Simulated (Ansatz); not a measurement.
Reactions of FH₆NOSi₂, SMILES `O[SiH](F)N[SiH3]`.

Program: Ansatz. Geometries: PBE0-D4/def2-TZVP. ΔE: electronic, gas phase. CCSD(T)/CBS is the MP2 limit (def2-TZVPP, def2-QZVPP) plus CCSD(T) − MP2 in def2-TZVPP, frozen cores. This one scheme is used for every species. For Ga, Se outer-core shells are correlated without core-valence functions, which leaves a few kJ/mol of doubt a bond. Scalar relativity is left out up to krypton. One conformer a species, not always the lowest.

Problem. Order these by ΔE at CCSD(T)/CBS, lowest first. (An estimate is asked.)
A. `O[SiH](F)N[SiH3]` + H₂Se → `O[SiH](F)[SeH]` + `N[SiH3]`
B. `O[SiH](F)N[SiH3]` + `CBO` → `CBO[SiH](O)F` + `N[SiH3]`
C. `O[SiH](F)N[SiH3]` + `[NH2][GaH][SiH3]` → `[SiH3][NH][GaH][SiH3]` + `N[SiH](O)F`
D. `O[SiH](F)N[SiH3]` + `C1NCS1` → `[SiH3]N1CSC1` + `N[SiH](O)F`
E. `O[SiH](F)N[SiH3]` + `NCF` → `N[C@@H](F)[Si@@H](O)F` + `N[SiH3]`

Solution. B (-28.6 kJ/mol), C (-2.3 kJ/mol), D (+7.9 kJ/mol), A (+17.7 kJ/mol), E (+106.2 kJ/mol).

Largest T1 diagnostic: 0.015, for `[NH2][GaH][SiH3]`.
